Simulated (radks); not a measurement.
Problem. Cd3+, 45 electrons, occupied as [Kr] 4d9. All-electron calculation, scalar-relativistic Kohn-Sham, AM05, spin-polarised, spherical densities, point nucleus; open shells are filled with parallel spins first (spin-orbit coupling, left out, can overturn this in heavy ions). Program: a radial shooting solver on a logarithmic mesh with Libxc functionals. Some entries of the table are withheld. Estimate them.

| orbital | occ. | eigenvalue (eV) | r(max) (bohr) | <r> (bohr) |
|---|---|---|---|---|
| 1s up | 1 | -26531.74 | 0.01970 | 0.03042 |
| 1s down | 1 | -26531.73 | 0.01970 | 0.03042 |
| 2s up | 1 | -3970.611 | 0.1113 | 0.1318 |
| 2s down | 1 | -3970.393 | 0.1113 | 0.1318 |
| 2p up | 3 | -3567.869 | 0.08901 | 0.1149 |
| 2p down | 3 | -3567.699 | 0.08901 | 0.1149 |
| 3s up | 1 | -768.8716 | 0.3242 | 0.3588 |
| 3s down | 1 | -768.7328 | 0.3242 | 0.3587 |
| 3p up | 3 | -636.8054 | 0.3173 | 0.3574 |
| 3p down | 3 | -636.6515 | 0.3173 | 0.3574 |
| 3d up | 5 | -429.8415 | 0.2655 | 0.3348 |
| 3d down | 5 | -429.6280 | 0.2655 | 0.3348 |
| 4s up | 1 | -141.5797 | 0.7942 | 0.8759 |
| 4s down | 1 | -140.7952 | 0.7940 | 0.8757 |
| 4p up | 3 | -102.5101 | 0.8435 | 0.9524 |
| 4p down | 3 | -101.7164 | 0.8432 | 0.9524 |
| 4d up | 5 | -46.1688 | (1) | 1.195 |
| 4d down | 4 | -45.4075 | (2) | 1.198 |
| 5s up | 0 | (3) | 2.020 | 2.256 |
| 5s down | 0 | (4) | 2.031 | 2.270 |
| 5p up | 0 | -24.0232 | 2.352 | (5) |
| 5p down | 0 | -23.7856 | 2.369 | (6) |

Solution. 
(1) 4d up r(max) (bohr): 0.9687
(2) 4d down r(max) (bohr): 0.9687
(3) 5s up eigenvalue (eV): -32.2342
(4) 5s down eigenvalue (eV): -31.8799
(5) 5p up <r> (bohr): 2.649
(6) 5p down <r> (bohr): 2.669
